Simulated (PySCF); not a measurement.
Level of theory: PBE-D3(BJ)/def2-TZVP // B3LYP-D3(BJ)/def2-SVP (PySCF). All species are isolated molecules in the gas phase. One relaxed conformer stands for a flexible species; it need not be the lowest. Excitations are Tamm–Dancoff values on a coarser integration grid. The basis has no diffuse functions, so Rydberg states are missing or too high.

Reference species (SMILES): `[Br][In]([Br])[Br]` (neutral, multiplicity 1).

The HOMO–LUMO gap comes out as 3.36 eV. The S1–T1 gap (TDA) is 0.28 eV and the HOMO comes out as -7.44 eV. The S1 oscillator strength is 0.000.

Changed species: `C[N](C)[In]([Br])[Br]` (C–N–In–Br torsion 180°) (1 of 3 Br replaced by N(CH3)2; the reference has 0 of 3 Br replaced by N(CH3)2).

**Question.** What does the change do to the HOMO–LUMO gap, S1–T1 gap (TDA), HOMO and S1 oscillator strength?

**Answer.** the HOMO–LUMO gap decreases by 1.21 eV, to 2.15 eV; the S1–T1 gap (TDA) rises by 0.06 eV, to 0.34 eV; the HOMO rises by 2.05 eV, to -5.39 eV; the S1 oscillator strength stays essentially unchanged.
